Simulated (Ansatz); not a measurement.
This geometry of CH₆ClNOSi₂ (12 atoms, charge 0, multiplicity 1) is a first-order saddle point.

All numbers below come from Ansatz 0.2.0, RKS LDA/def2-SVP.

```xyz
12
Properties=species:S:1:pos:R:3
Si -1.095 -0.583 -1.317
N -0.118 -0.094 0.033
C 1.185 -0.624 0.442
O 1.526 0.291 1.473
Si 0.101 1.148 1.218
Cl 0.343 3.055 0.501
H -2.479 -0.999 -0.887
H -0.396 -1.762 -1.942
H -1.239 0.513 -2.342
H 1.946 -0.605 -0.379
H 1.124 -1.664 0.848
H -0.822 1.269 2.387
```

(1) Which two structures does it join? (They come from a converged band through this point; their orientation in space is the band's.)

(2) How far does it lie above each of them?

## Answers

(1) No bond is made or broken. The dihedral H8–Si1–N2–Si5 goes from -129 to 109°. The two ends are copies of one structure, up to a mirror image or an exchange of like atoms.

Image 0:

```xyz
12
Properties=species:S:1:pos:R:3
Si -1.099 -0.540 -1.327
N -0.077 -0.148 0.018
C 1.313 -0.514 0.279
O 1.589 0.298 1.412
Si 0.035 0.944 1.356
Cl -0.071 2.943 0.910
H -2.366 0.244 -1.130
H -1.419 -2.013 -1.382
H -0.458 -0.163 -2.641
H 1.999 -0.267 -0.572
H 1.438 -1.596 0.536
H -0.807 0.755 2.575
```

Image 10:

```xyz
12
Properties=species:S:1:pos:R:3
Si -1.107 -0.517 -1.329
N -0.103 -0.129 0.030
C 1.173 -0.702 0.454
O 1.537 0.206 1.486
Si 0.144 1.113 1.211
Cl 0.457 3.005 0.488
H -1.686 -1.906 -1.220
H -0.344 -0.440 -2.629
H -2.218 0.496 -1.327
H 1.941 -0.713 -0.362
H 1.072 -1.737 0.864
H -0.787 1.269 2.369
```

(2) 4.7 kJ/mol above the first and 4.7 kJ/mol above the second. This is the barrier of this one path; another mechanism may lie lower.

Time of the run: 110 s on 2 threads of AMD EPYC 9R45 96-Core Processor (Zen 5) (shared host), peak memory 0.2 GiB.
